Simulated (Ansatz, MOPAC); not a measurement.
Noncovalent pair: C2H4 (SMILES C=C) (first 6 atoms) with C2H6O (SMILES COC); geometry from B3LYP-D3(BJ)/def2-TZVP, rigid monomers moved along the line of their centres of mass till H5···O8 is 2.20 Å.
(charge 0, multiplicity 1):
```xyz
15

C      0.518    -0.504     0.288
C     -0.398     0.437     0.469
H      0.860    -0.790    -0.700
H      0.967    -1.029     1.123
H     -0.735     0.719     1.459
H     -0.842     0.958    -0.371
C      0.728     0.755     3.903
O     -0.631     0.476     3.643
C     -0.942    -0.892     3.799
H      1.388     0.210     3.217
H      0.999     0.491     4.933
H      0.874     1.825     3.758
H     -0.361    -1.516     3.109
H     -2.001    -1.012     3.578
H     -0.747    -1.231     4.825
```

Monomers are frozen at their geometry in the pair; levels with a basis set take the counterpoise correction.

Cores are frozen in the correlated methods. The state that AM1 reach isn't checked.

The values were computed with Ansatz (Gaussian orbitals); MOPAC for AM1 (differences of heats of formation). 

### Question
Estimate the interaction energy that wB97M-V/def2-TZVPPD returns for this input.

### Answer
-56 meV

### Question
What interaction energy does AM1 give?

### Answer
-6 meV

### Question
What is the computed interaction energy (CCSD(T)/aug-cc-pVDZ)?

### Answer
-36 meV

Ansatz is a quantum-chemistry and plane-wave program.
